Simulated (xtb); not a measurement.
AlF3 (SMILES [F][Al]([F])[F]), singlet, geometry from GFN2-xTB (such geometries of metal compounds can be far from the true shape); GFN2-xTB with ALPB(water) (xtb 6.7.1).

Input for xtb:
```
$ xtb mol.xyz --gfn 2 --alpb water --json

# file mol.xyz
4

Al     0.00000000    -0.00000000    -0.00000000
F     -0.02093275     1.63085400     0.03791596
F      1.42318261    -0.79710311    -0.02717492
F     -1.40224986    -0.83375089    -0.01074104
```

Q: What does xtb print? Leave out banner, timings and long lists.

A: 
```
   ID    Z sym.   atoms
    1   13 Al     1
    2    9 F      2-4

           -------------------------------------------------
          |                Calculation Setup                |
           -------------------------------------------------

           -------------------------------------------------
          |                 G F N 2 - x T B                 |
           -------------------------------------------------

      * Solvation model:               ALPB
        Solvent                        water
        Parameter file                 internal GFN2-xTB/ALPB
        Dielectric constant                8.0200E+01
        Reference state                gsolv [1 M gas/solution]
        Free energy shift                  1.0808E-03 Eh       6.7819E-01 kcal/mol
        Temperature                        2.9815E+02 K
        Density                            1.0000E+00 kg/L
        Solvent mass                       1.8000E+01 g/mol
        Interaction kernel             P16
        Born radius scaling (c1)           1.4744E+00
        Born radii integrator          GBOBC
        Born offset                        0.0000E+00 a0       0.0000E+00 AA
        H-bond correction              true
        Ion screening                  false
        Surface tension                    1.0000E-05 Eh       1.5569E+01 dyn/cm
        Grid points                               230 per atom

          ...................................................
          :                      SETUP                      :
          :.................................................:
          :  # basis functions                  22          :
          :  # atomic orbitals                  21          :
          :  # shells                            9          :
          :  # electrons                        24          :
          :  max. iterations                   250          :
          :  Hamiltonian                  GFN2-xTB          :
          :  restarted?                      false          :
          :  GBSA solvation                   true          :
          :  PC potential                    false          :
          :  electronic temp.          300.0000000     K    :
          :  accuracy                    1.0000000          :
          :  -> integral cutoff          0.2500000E+02      :
          :  -> integral neglect         0.1000000E-07      :
          :  -> SCF convergence          0.1000000E-05 Eh   :
          :  -> wf. convergence          0.1000000E-03 e    :
          :  Broyden damping             0.4000000          :
          :  net charge                          0          :
          :  unpaired electrons                  0          :
          ...................................................

 iter      E             dE          RMSdq      gap      omega  full diag
   1    -15.4908727 -0.154909E+02  0.262E+01    6.90       0.0  T
   2    -15.5350474 -0.441746E-01  0.157E+01    5.88       1.0  T
   3    -15.5346179  0.429473E-03  0.334E+00    4.95       1.0  T
   4    -15.5430582 -0.844030E-02  0.187E+00    5.89       1.0  T
   5    -15.5440009 -0.942694E-03  0.970E-01    5.30       1.0  T
   6    -15.5456972 -0.169627E-02  0.374E-01    5.65       1.0  T
   7    -15.5458275 -0.130365E-03  0.183E-01    5.61       1.0  T
   8    -15.5458596 -0.320661E-04  0.212E-02    5.58       2.4  T
   9    -15.5458602 -0.603630E-06  0.421E-03    5.57      11.9  T
  10    -15.5458602 -0.198196E-07  0.887E-05    5.57     563.6  T
  11    -15.5458602 -0.797407E-11  0.338E-05    5.57    1478.3  T

   *** convergence criteria satisfied after 11 iterations ***

         :::::::::::::::::::::::::::::::::::::::::::::::::::::
         ::                     SUMMARY                     ::
         :::::::::::::::::::::::::::::::::::::::::::::::::::::
         :: total energy             -15.499989293492 Eh    ::
         :: total w/o Gsasa/hb       -15.503036535561 Eh    ::
[...]

           -------------------------------------------------
          |                Property Printout                |
           -------------------------------------------------

    * Orbital Energies and Occupations

         #    Occupation            Energy/Eh            Energy/eV
      -------------------------------------------------------------
         1        2.0000           -0.8668212             -23.5874
         2        2.0000           -0.8449470             -22.9922
         3        2.0000           -0.8449466             -22.9922
         4        2.0000           -0.5887314             -16.0202
         5        2.0000           -0.5595760             -15.2268
         6        2.0000           -0.5595757             -15.2268
         7        2.0000           -0.5550973             -15.1050
         8        2.0000           -0.5550969             -15.1050
         9        2.0000           -0.5491760             -14.9438
        10        2.0000           -0.5438102             -14.7978
        11        2.0000           -0.5438099             -14.7978
        12        2.0000           -0.5393762             -14.6772 (HOMO)
        13                         -0.3346511              -9.1063 (LUMO)
        14                         -0.1722021              -4.6859
        15                         -0.0670095              -1.8234
        16                         -0.0670095              -1.8234
        17                         -0.0623839              -1.6976
        18                         -0.0623836              -1.6975
        19                          0.3714111              10.1066
        20                          0.9695691              26.3833
        21                          0.9695693              26.3833
      -------------------------------------------------------------
                  HL-Gap            0.2047251 Eh            5.5709 eV
             Fermi-level           -0.4370137 Eh          -11.8917 eV

     #   Z          covCN         q      C6AA      α(0)
     1  13 Al       2.016     0.645   159.063    30.262
     2   9 F        0.672    -0.215    11.411     3.988
     3   9 F        0.672    -0.215    11.411     3.988
     4   9 F        0.672    -0.215    11.411     3.988

 Mol. C6AA /au·bohr⁶  :        467.777794
 Mol. C8AA /au·bohr⁸  :      25344.946446
 Mol. α(0) /au        :         42.224693

Wiberg/Mayer (AO) data.
largest (>0.10) Wiberg bond orders for each atom

 ---------------------------------------------------------------------------
     #   Z sym  total        # sym  WBO       # sym  WBO       # sym  WBO
 ---------------------------------------------------------------------------
     1  13 Al   3.798 --     4 F    1.266     2 F    1.266     3 F    1.266
     2   9 F    1.357 --     1 Al   1.266
     3   9 F    1.357 --     1 Al   1.266
     4   9 F    1.357 --     1 Al   1.266
 ---------------------------------------------------------------------------

Topologies differ in total number of bonds
Writing topology from bond orders to xtbtopo.mol

molecular dipole:
                 x           y           z       tot (Debye)
 q only:       -0.000       0.000       0.000
   full:       -0.000       0.000       0.000       0.000
molecular quadrupole (traceless):
                xx          xy          yy          xz          yz          zz
 q only:       -1.533      -0.001      -1.531       0.028      -0.107       3.064
  q+dip:       -1.705      -0.001      -1.702       0.031      -0.118       3.407
   full:       -3.578      -0.002      -3.573       0.066      -0.249       7.151

           -------------------------------------------------
          | TOTAL ENERGY              -15.499989293492 Eh   |
          | GRADIENT NORM               0.000768009712 Eh/α |
          | HOMO-LUMO GAP               5.570853336229 eV   |
           -------------------------------------------------

normal termination of xtb
```
